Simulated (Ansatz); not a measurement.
Reactions of `N[SiH]1C[SiH]1[SiH3]`.

Computed with Ansatz on PBE0-D4/def2-TZVP structures; ΔE is electronic, products minus reactants. CBS: MP2 limit from def2 TZ/QZ plus the TZ coupled-cluster correction, frozen cores. This one scheme is used for every species. Functionals use def2-TZVPP. Elements past krypton have def2 core potentials. For Ge, In outer-core shells are correlated without core-valence functions, which leaves a few kJ/mol of doubt a bond. Scalar relativity is left out up to krypton. One conformer a species, not always the lowest.

```
                                                                                          reaction  CCSD(T)/CBS(def2) (kJ/mol)
                   `N[Si@@H]1C[Si@H]1[SiH3]` + `NC(O)(F)F` → `NC(F)(F)O[SiH3]` + `N[SiH]1C[SiH2]1`                         -69
`N[Si@@H]1C[Si@H]1[SiH3]` + `[NH2][In]([OH])[SH]` → `[NH2][In]([SH])[O][SiH3]` + `N[SiH]1C[SiH2]1`                         -93
              `N[Si@@H]1C[Si@H]1[SiH3]` + `[OH][Ge][OH]` → `[OH][Ge][O][SiH3]` + `N[SiH]1C[SiH2]1`                           ?
                             `N[Si@@H]1C[Si@H]1[SiH3]` + `BOCO` → `BOCO[SiH3]` + `N[SiH]1C[SiH2]1`                         -67
  `N[Si@@H]1C[Si@H]1[SiH3]` + `[OH][In]([OH])[SH]` → `N[SiH]1C[SiH2]1` + `[OH][In]([SH])[O][SiH3]`                           ?
                 `N[Si@@H]1C[Si@H]1[SiH3]` + `N[SiH](O)F` → `O[SiH](F)N[SiH3]` + `N[SiH]1C[SiH2]1`                         -37
                       `N[Si@@H]1C[Si@H]1[SiH3]` + `OC1=CS1` → `[SiH3]OC1=CS1` + `N[SiH]1C[SiH2]1`                         -78
```

Question: Fill in the missing values. (An estimate is asked.)

Answer: Ansatz gave: `N[Si@@H]1C[Si@H]1[SiH3]` + `[OH][Ge][OH]` → `[OH][Ge][O][SiH3]` + `N[SiH]1C[SiH2]1`: -91.8 kJ/mol; `N[Si@@H]1C[Si@H]1[SiH3]` + `[OH][In]([OH])[SH]` → `N[SiH]1C[SiH2]1` + `[OH][In]([SH])[O][SiH3]`: -91.0 kJ/mol.

Largest T1 diagnostic: 0.016, for `[OH][In]([OH])[SH]`.
